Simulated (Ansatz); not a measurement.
`NC(F)=[Se]` + HCl → `NC(Cl)=[Se]` + H–F at 400 K and 1 bar (substitution at a C–F bond).

Program: Ansatz. Geometries: PBE0-D4/def2-TZVP. ΔE: electronic, gas phase. CCSD(T)/CBS is the MP2 limit (def2-TZVPP, def2-QZVPP) plus CCSD(T) − MP2 in def2-TZVPP, frozen cores. This one scheme is used for every species. For Se outer-core shells are correlated without core-valence functions, which leaves a few kJ/mol of doubt a bond. Scalar relativity is left out up to krypton. One conformer a species, not always the lowest.

```tsv
species	CCSD(T)/CBS energy (Eh)	H − E (kJ/mol)	S (J/(mol·K))
`NC(F)=[Se]`	-2594.43937	115.3	318.5
HCl	-460.38127	29.6	195.4
`NC(Cl)=[Se]`	-2954.42713	112.4	330.4
H–F	-100.39570	36.5	182.2
```

H − E and S are ideal-gas, rigid-rotor, harmonic terms from PBE0-D4/def2-TZVP, for one conformer and one mirror image of each species. 1 Eh = 2625.50 kJ/mol, R = 8.31446 J/(mol·K).

Q: By hand: ΔE, ΔH, ΔS and ΔG.

A: ΔE = (-2954.42713) + (-100.39570) − (-2594.43937) − (-460.38127) = -0.00219 Eh = -5.7 kJ/mol. Δ(H − E) = 112.4 + 36.5 − 115.3 − 29.6 = 4.0, so ΔH = -1.7 kJ/mol. ΔS = 330.4 + 182.2 − 318.5 − 195.4 = -1.3 J/(mol·K). ΔG = -1.7 − 400 × (-1.3)/1000 = -1.2 kJ/mol.

Q: By hand: the equilibrium constant, and the temperature at which ΔG would vanish if ΔH and ΔS stayed fixed.

A: log₁₀ K = −ΔG/(RT ln 10) = 0.2. ΔG = 0 at ΔH/ΔS = 1308 K, though so small a ΔH makes that figure unsure.

The number of gas molecules stays the same, so ΔS is small and ΔH decides. The sign of ΔG lies within the doubt. A doubt of 5 kJ/mol in ΔE shifts log₁₀ K by 0.7 here. Other conformers and mirror images would add mixing entropy, several J/(mol·K) or more a flexible species. These are equilibria of isolated gas molecules and say nothing of rates. Largest T1 diagnostic: 0.016 (customary marks: 0.02 for closed shells, 0.045 for open ones).
